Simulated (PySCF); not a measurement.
**Tl(2+) (thallium, charge +2) across methods**

[Xe] 4f14 5d9 6s1 6p1, one real determinant (an excited configuration). Calculation: PySCF 2.14, in aug-cc-pVTZ-PP with ECP60MDF; a scalar-relativistic core potential.

| method | E (hartree) | mean ε 5d β (eV) | mean ε 6s α (eV) | mean ε 6p α (eV) | Σ⟨r²⟩ (bohr²) | ⟨S²⟩ |
| --- | --- | --- | --- | --- | --- | --- |
| wB97M-V | -170.8561 | -41.915 | -32.136 | -22.075 | 41.35 | 3.750 |
| PW91 | -171.0177 | -37.266 | -28.686 | -18.919 | 41.37 | 3.751 |
| r2SCAN | -171.0006 | -37.684 | -29.029 | -19.178 | 41.20 | 3.752 |
| r2SCAN0 | -170.9502 | -39.690 | -30.234 | -20.160 | 41.20 | 3.751 |
| LDA | -170.6463 | -37.260 | -28.937 | -18.979 | 41.48 | 3.750 |
| LC-wPBE | -170.9660 | -42.112 | -32.811 | -22.592 | 41.22 | 3.751 |
| PBE | -170.9514 | -37.182 | -28.598 | -18.854 | 41.38 | 3.751 |
| UHF | -170.06150 | -44.575 | -32.797 | -22.587 | 41.55 | 3.752 |

Q: Estimate the same row for PBE0.

A: E (hartree) = -170.9276; mean ε 5d β (eV) = -39.324; mean ε 6s α (eV) = -29.868; mean ε 6p α (eV) = -19.916; Σ⟨r²⟩ (bohr²) = 41.32; ⟨S²⟩ = 3.751.

⟨L²⟩ = 8.01 against 12 for a pure F term, so this real determinant mixes terms. Energies and moments cover only the electrons outside the core potential. Spin-orbit coupling, absent here, splits the open shell strongly.
